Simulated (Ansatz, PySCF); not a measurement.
Se(Cl)(NMe2) (C2H6ClNSe), SMILES CN(C)[Se]Cl. Atoms are numbered in the order given.

```xyz
11

Se     0.4780    -0.5145     0.0000
Cl    -1.6451    -1.3628     0.0000
N      0.2149     1.2612     0.0000
C     -0.2830     1.8766    -1.2247
C     -0.2830     1.8766     1.2247
H     -1.3753     1.7381    -1.3368
H     -0.0683     2.9577    -1.2024
H      0.2170     1.4329    -2.0954
H     -0.0683     2.9577     1.2024
H     -1.3753     1.7381     1.3368
H      0.2170     1.4329     2.0954
```

Geometry optimised at B3LYP-D3(BJ)/def2-SVP. The values are those of a single conformer.

Two levels are set side by side: PBE-D3(BJ)/def2-SVP (Ansatz, a first-principles code) and B3LYP-D3(BJ)/def2-SVP (Ansatz). Each level has its own optimised geometry; the coordinates shown are those of the second. Frequencies come from the Hessian of PySCF at each geometry. Differences are taken from unrounded values.

```
quantity                            B3LYP-D3(BJ)
----------------------------------  ------------
mean bond length (Å)                       1.361
bond Se1–Cl2 (Å)                           2.286
bond Se1–N3 (Å)                            1.795
bond N3–C4 (Å)                             1.458
bond N3–C5 (Å)                             1.458
bond C4–H6 (Å)                             1.107
bond C4–H7 (Å)                             1.102
bond C4–H8 (Å)                             1.098
bond C5–H9 (Å)                             1.102
bond C5–H10 (Å)                            1.107
bond C5–H11 (Å)                            1.098
highest harmonic wavenumber (cm⁻¹)          3149
mean harmonic wavenumber (cm⁻¹)             1354
zero-point energy (kcal/mol)               52.25
```

What does PBE-D3(BJ) give, and how far is it from B3LYP-D3(BJ)? (The exact figures need the calculation; the answer reports its results.)


```csv
quantity,PBE-D3(BJ),PBE-D3(BJ) minus B3LYP-D3(BJ)
mean bond length (Å),1.368,0.007
bond Se1–Cl2 (Å),2.296,0.009
bond Se1–N3 (Å),1.802,0.007
bond N3–C4 (Å),1.459,0.001
bond N3–C5 (Å),1.459,0.001
bond C4–H6 (Å),1.115,0.008
bond C4–H7 (Å),1.111,0.008
bond C4–H8 (Å),1.105,0.008
bond C5–H9 (Å),1.111,0.008
bond C5–H10 (Å),1.115,0.008
bond C5–H11 (Å),1.105,0.008
highest harmonic wavenumber (cm⁻¹),3092,-57
mean harmonic wavenumber (cm⁻¹),1316,-37
zero-point energy (kcal/mol),50.81,-1.44
```

GGA bonds tend to be longer and softer than those of functionals with exact exchange. Differences between two approximate levels are no errors against the true value.
